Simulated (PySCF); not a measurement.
PySCF 2.14 output of an unrestricted PBE0 calculation on a single atom or ion in cc-pVDZ-X2C, with scalar relativity by spin-free X2C-1e:

```
SCF conv_tol = 1e-09
number electrons alpha = 36  beta = 29
    C. Adamo and V. Barone.,  J. Chem. Phys. 110, 6158 (1999)
    M. Ernzerhof and G. E. Scuseria.,  J. Chem. Phys. 110, 5029 (1999)
cycle= 1 E= -11708.0972748566  delta_E= -0.0128  |g|= 0.162  |ddm|= 0.645
cycle= 2 E= -11708.0946382245  delta_E= 0.00264  |g|= 0.212  |ddm|= 0.249
cycle= 3 E= -11708.1006906122  delta_E= -0.00605  |g|= 0.012  |ddm|= 0.114
cycle= 4 E= -11708.10074245  delta_E= -5.18e-05  |g|= 0.00123  |ddm|= 0.0326
cycle= 5 E= -11708.1007531547  delta_E= -1.07e-05  |g|= 0.000399  |ddm|= 0.0154
cycle= 6 E= -11708.1007543102  delta_E= -1.16e-06  |g|= 7.19e-05  |ddm|= 0.0052
cycle= 7 E= -11708.1007543277  delta_E= -1.75e-08  |g|= 1.12e-05  |ddm|= 0.000899
cycle= 8 E= -11708.1007543279  delta_E= -1.87e-10  |g|= 1.5e-06  |ddm|= 0.000173
converged SCF energy = -11708.1007543279  <S^2> = 15.756988  2S+1 = 8.0017468
```

The run itself started from symmetry-adapted Hartree-Fock orbitals and held the occupation by maximum overlap, on a logarithmic radial grid, so the iterations belong to that start.

Problem. Which element, charge and spin multiplicity is this?

Solution. Tb (terbium, neutral), multiplicity 8; the state was [Xe] 4f8 5d1 6s2, one real determinant (an excited configuration).

⟨L²⟩ = 18.09 against 30 for a pure H term, so this real determinant mixes terms. Spin-orbit coupling, absent here, splits the open shell strongly.
